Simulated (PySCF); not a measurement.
**Name the molecule from its bond curve**

A diatomic of charge 0 contains Br. Its singlet curve at revPBE in a double-zeta basis (scalar-relativistic core potentials, PySCF), in eV from the separated fragments:

| R (Å) | E (eV) |
| --- | --- |
| 1.905 | -3.479 |
| 1.994 | -3.765 |
| 2.082 | -3.930 |
| 2.148 | -3.993 |
| 2.215 | -4.017 |
| 2.281 | -4.009 |
| 2.370 | -3.961 |
| 2.481 | -3.857 |
| 2.614 | -3.690 |
| 2.791 | -3.429 |

The fit gives ωe = 533 cm⁻¹ and the rotational constant Bₑ = 0.5263 cm⁻¹.

Q: Which atom is the partner?

A: The minimum lies at 2.230 Å, so the reduced mass is 16.8576 u Å² cm⁻¹/(Bₑ·Re²) = 6.441 u. With Br at 78.92 u the partner weighs about 7.0 u: Li. The molecule is LiBr.
